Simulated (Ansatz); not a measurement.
Relaxation of the cluster Si₃B⁻ with RKS PBE0-D4/def2-TZVPD.

```sh
$ ansatz run in.yaml --threads 2 --pin off --events-out ev --progress --plain --max-ram 4352MiB
```

```yaml
crystal:
  periodic: [false, false, false]
  atoms:
    - {symbol: B, position_ang: [1.341720, -0.505870, 0.003320]}
    - {symbol: Si, position_ang: [0.569610, -1.595280, -1.266710]}
    - {symbol: Si, position_ang: [-1.528370, 1.814910, 1.135110]}
    - {symbol: Si, position_ang: [-0.382970, 0.286240, 0.128290]}
basis:
  gaussian: {orbitals: def2-TZVPD}
total_charge: -1
hamiltonian: {xc: pbe0, dispersion: d4}
scf: {lower_state_search: "off"}
output: {orbitals: {seedname: orbitals}}
relax: {f_tol: 0.02, max_steps: 100}
```

Run time 15 s (2 threads of Arm Neoverse V2 on a shared host).

Positions (Å) and forces (eV/Å) at steps 1, 2, 3, 4, 6 of 6:

```xyz
4
step=1 energy=-24295.2123 eV
B     1.342   -0.506    0.003   -0.948    0.114   -0.227
Si    0.570   -1.595   -1.267    0.286   -0.046    0.057
Si   -1.528    1.815    1.135   -0.252    0.284    0.173
Si   -0.383    0.286    0.128    0.914   -0.352   -0.003
4
step=2 energy=-24295.2519 eV
B     1.319   -0.511   -0.010   -0.534    0.040   -0.150
Si    0.594   -1.620   -1.281    0.140    0.019    0.066
Si   -1.545    1.834    1.147   -0.108    0.076    0.031
Si   -0.368    0.297    0.143    0.502   -0.135    0.052
4
step=3 energy=-24295.2728 eV
B     1.301   -0.525   -0.029    0.088   -0.054   -0.019
Si    0.601   -1.636   -1.293   -0.022   -0.022   -0.028
Si   -1.578    1.841    1.142   -0.050   -0.001   -0.019
Si   -0.324    0.320    0.181   -0.015    0.078    0.066
4
step=4 energy=-24295.2837 eV
B     1.354   -0.583   -0.064   -0.221    0.089    0.005
Si    0.516   -1.622   -1.310    0.003    0.101    0.094
Si   -1.686    1.811    1.076    0.065   -0.062   -0.034
Si   -0.184    0.394    0.298    0.153   -0.129   -0.065
4
step=6 energy=-24295.2874 eV
B     1.355   -0.578   -0.059    0.006    0.003    0.005
Si    0.502   -1.604   -1.299   -0.003   -0.005   -0.005
Si   -1.677    1.799    1.068    0.007   -0.006   -0.003
Si   -0.179    0.383    0.289   -0.010    0.008    0.003
```

The restricted singlet is unstable towards broken spin symmetry at other levels; at PBE0-D4/def2-TZVPD this wasn't settled. Another isomer (singlet) lies 2.73 eV lower at PBE0-D4/def2-TZVPD; other spin states weren't run for this one.
